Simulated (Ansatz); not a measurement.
`B[SiH](C)CC` + `[NH2][GeH3]` → `B[NH][GeH3]` + `CC[SiH2]C`  (cleavage of the B–Si bond)

Program: Ansatz. Geometries: PBE0-D4/def2-TZVP. ΔE: electronic, gas phase. CCSD(T)/CBS adds triple-zeta CCSD(T) − MP2 to the extrapolated MP2 energy (def2 sets, frozen cores). DFT in def2-TZVPP. For Ge outer-core shells are correlated without core-valence functions, which leaves a few kJ/mol of doubt a bond. Scalar relativity is left out up to krypton. One conformer a species, not always the lowest.

```tsv
level	ΔE (kJ/mol)
r2SCAN-D4	-176.4
PBE0-D4	-172.5
r2SCAN	-176.8
SCS-MP2/def2-TZVPP	-183.4
CCSD(T)/def2-TZVPP	-178.7
MP2/def2-QZVPP	-183.5
SCS-MP2/def2-QZVPP	-182.0
HF/CBS(def2)	-179.0
```

What does CCSD(T)/CBS give? (Estimate.)

The calculation gave: -176.1 kJ/mol. The listed levels differ from it by -0.3, 3.6, -0.7, -7.3, -2.6, -7.4, -5.9, -2.9 kJ/mol.

Largest T1 diagnostic among the species: 0.013.
